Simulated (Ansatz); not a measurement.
`Cl[BH][SbH2]`. Total charge 0; spin multiplicity 1. Correlated methods include outer-core shells of Sb, which these sets cover unevenly. Sb takes the def2 core potential.

```xyz
6

Cl   -1.439    0.548   -1.742
B    -0.478   -0.463   -0.706
Sb    0.028    0.151    1.378
H    -0.192   -1.543   -1.122
H     1.624   -0.432    1.254
H     0.457    1.739    0.938
```

(1) Give the diagnostics of a CCSD(T)/def2-TZVPP run (frozen core, Ansatz 0.2.0). (Best estimate.)

Answers

(1) Computed: T1 = 0.0145, largest single amplitude 0.025, largest double 0.034, (T) share of the correlation energy 3.5 %, 11 CCSD cycles. The RHF solution is stable towards an unrestricted one. T1 lies under the customary mark of 0.02 for closed shells.
